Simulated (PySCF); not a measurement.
**A small calculation by hand: entropy of an ideal gas**

thionyl fluoride (F2OS), SMILES S(F)(=O)F.

Geometry optimised at PBE-D3(BJ)/def2-TZVP.

PBE-D3(BJ)/def2-TZVP run with PySCF gives the harmonic wavenumbers 331, 362, 480, 684, 750, 1288 cm⁻¹ and the rotational temperatures 0.3886, 0.3853, 0.2258 K. The molar mass is 86.06 g/mol, the symmetry number 1, the spin multiplicity 1.

Problem. Work out the entropy at 298.15 K and 1 atm in the rigid-rotor, harmonic-oscillator model.

Solution. 
Translation (Sackur–Tetrode at 1 atm): S = R[1.5 ln M + 2.5 ln T − 1.16487] = 164.3 J/(mol K).
Rotation: q = (√π/σ) T^1.5/√(θA θB θC) = 49600, S = R[ln q + 3/2] = 102.4 J/(mol K).
Vibration: with u = 1.4388 ν/T, each mode gives R[u/(e^u − 1) − ln(1 − e^−u)]:
```json
[
 {"ν (cm⁻¹)": "331", "modes": "1", "u": "1.60", "S (J/(mol K))": "5.25"},
 {"ν (cm⁻¹)": "362", "modes": "1", "u": "1.75", "S (J/(mol K))": "4.66"},
 {"ν (cm⁻¹)": "480", "modes": "1", "u": "2.32", "S (J/(mol K))": "2.97"},
 {"ν (cm⁻¹)": "684", "modes": "1", "u": "3.30", "S (J/(mol K))": "1.36"},
 {"ν (cm⁻¹)": "750", "modes": "1", "u": "3.62", "S (J/(mol K))": "1.05"},
 {"ν (cm⁻¹)": "1288", "modes": "1", "u": "6.22", "S (J/(mol K))": "0.12"}
]
```
These are all the modes. Sum 15.4 J/(mol K).
Spin: R ln 1 = 0.0 J/(mol K).
Total 282.1 J/(mol K); the program's own thermochemistry gives 282.1. Translation makes up 58 % and vibration 5 %. Anharmonicity, hindered rotation and orbital degeneracy are left out.
